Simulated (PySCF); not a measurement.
Quadrupolar nuclei of `FC(F)(F)S/C=C\[S-]` in NMR

Species: C3H2F3S2 (charge -1).
Cartesian coordinates in Å at the GFN2-xTB level; atoms count from 1:
```xyz
10
C3H2F3S2 angstrom
F      1.9586   -1.4579   -0.4675
C      1.7388   -0.1654   -0.1200
F      1.4964   -0.1877    1.1911
F      2.9212    0.4523   -0.2890
S      0.4131    0.6163   -1.1328
C     -1.0100   -0.1696   -0.5077
C     -1.8405    0.3886    0.4136
S     -1.7113    1.8541    1.2068
H     -1.2450   -1.1089   -0.9880
H     -2.7123   -0.2172    0.6710
```

Computed at PBE0/pcSseg-1 (PySCF, non-relativistic):

| atom | environment | nucleus | spin I | Q (b) | CQ = χzz (MHz) | η |
| --- | --- | --- | --- | --- | --- | --- |
| S5 | sulfide sulfur | 33S | 3/2 | -0.0678 | 48.911 | 0.816 |
| S8 | sulfur bonded to C | 33S | 3/2 | -0.0678 | -32.564 | 0.989 |

Q: Give the quadrupolar product PQ = |CQ|√(1 + η²/3), the quadrupolar frequency νQ = 3|CQ|/[2I(2I − 1)] and the Larmor frequency ν0 = |g| × 7.62259 MHz/T × B at 11.75 T, with g(33S) = 0.42921.

A: 
| atom | PQ (MHz) | νQ (MHz) | ν0 (MHz) | νQ/ν0 |
| --- | --- | --- | --- | --- |
| S5 | 54.07 | 24.46 | 38.44 | 0.636 |
| S8 | 37.49 | 16.28 | 38.44 | 0.424 |

For S5: PQ = 48.91 × 1.1055, νQ = 48.91 × 0.5000, ν0 = 3.2717 MHz/T × 11.75 T.

For S5 and S8 νQ isn't small against ν0, so the high-field expansions of solid-state NMR fail there at this field.

Q: In the extreme-narrowing limit, with isotropic tumbling and one correlation time, the quadrupolar linewidth goes as PQ². What relative widths follow for the 33S sites?

A: S5 1, S8 0.48, with S5 as 1.

Q: Quadrupolar 1/T1 and linewidth for τc = 3 ps (extreme narrowing, isotropic tumbling)?

A: 1/T1 = 1/T2 = (3π²/10)(2I + 3)/[I²(2I − 1)] × PQ² × τc; the width is 1/(πT2).

```csv
site,spin factor (2I + 3)/[I²(2I − 1)],1/T1 (s⁻¹),T1 (ms),linewidth (Hz)
33S at S5,1.333,34600,0.0289,11000
33S at S8,1.333,16700,0.0601,5300
```

Isolated species at its GFN2-xTB geometry (one conformer only). The pcSseg-1 basis has no diffuse functions, a weakness for an anion. GFN2-xTB bond lengths can be off by several hundredths of an ångström, more for odd bonds, and the gradients follow them. The basis is small and wasn't made for field gradients, so the couplings can be 20 % off.
